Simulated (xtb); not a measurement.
HS2, SMILES S[S] (connectivity only; charge and spin as stated), charge -1, multiplicity 1. All values are semi-empirical tight-binding results from xtb (GFN2-xTB unless named), good for trends rather than for accurate numbers. The structure is a stationary point at GFN2-xTB. The multiplicity is an assumed one; other spin states were not compared. The isomer is the one that the SMILES or the coordinates give; other isomers of the formula were not compared.

Computed properties:
The point group as xtb finds it is Cs. The orbital gap comes out as 2.43 eV, the zero-point energy comes out as 4.9 kcal/mol and the G − E(el) at 298.15 K (modified RRHO) comes out as -10.4 kcal/mol. The static polarisability (D4 model) comes out as 45.4 bohr³, the solvation energy, GFN2-xTB/ALPB(water) is -59.1 kcal/mol and the solvation energy, GFN2-xTB/ALPB(octanol) is -53.6 kcal/mol.
